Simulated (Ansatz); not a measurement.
Born–Oppenheimer molecular dynamics of CH2BFN (6 atoms, charge -1, multiplicity 1). It starts at the highest image of a converged band. Of that band: Neighbouring images differ by up to 1.7 eV, so the band resolves the path poorly. A vibrational analysis at the climbing image gives one clearly imaginary mode, 1209i cm⁻¹: a first-order saddle point.

Computed with RKS B3LYP/def2-SVP in Ansatz 0.2.0.

* ensemble: NVE (velocity Verlet)
* time step: 0.5 fs
* steps asked: 200
* starting velocities drawn for: 100 K
* seed: 6894

First frame:

```xyz
6
Properties=species:S:1:pos:R:3
C 0.156 1.024 -1.072
N 0.181 0.138 -0.140
B 0.669 -0.861 0.801
F 0.210 -2.126 0.468
H -0.782 1.635 -0.986
H -0.434 0.191 0.929
```

Task: How far do the bonds stretch over the last three quarters of this one trajectory? (Pairs bonded in most of those frames.)

Result: 
```
 bond  mean (Å)  spread (Å)  shortest  longest
C1–N2     1.290       0.063      1.17     1.42
C1–H5     1.170       0.034      1.11     1.24
N2–B3     1.439       0.114      1.22     1.64
B3–F4     1.429       0.104      1.27     1.60
B3–H6     1.338       0.113      1.13     1.59
```

Mean temperature of the second half: 3075 K. The conserved energy stayed within 0.7 meV per atom of its start (net change -0.43 meV per atom), so the integration is sound. The system heated up, since it started high on the potential surface and ran downhill. A run of 0.1 ps of so small a system gives no equilibrium averages. The orbitals stay closed-shell, which can raise the energy where a bond breaks towards radicals; this wasn't checked here. Limits of this set-up: an anion without diffuse functions, the dipole of an ion depends on the origin.

Time of the run: 5.3 min on 1 thread of Arm Neoverse V1 (shared host), peak memory 0.11 GiB.
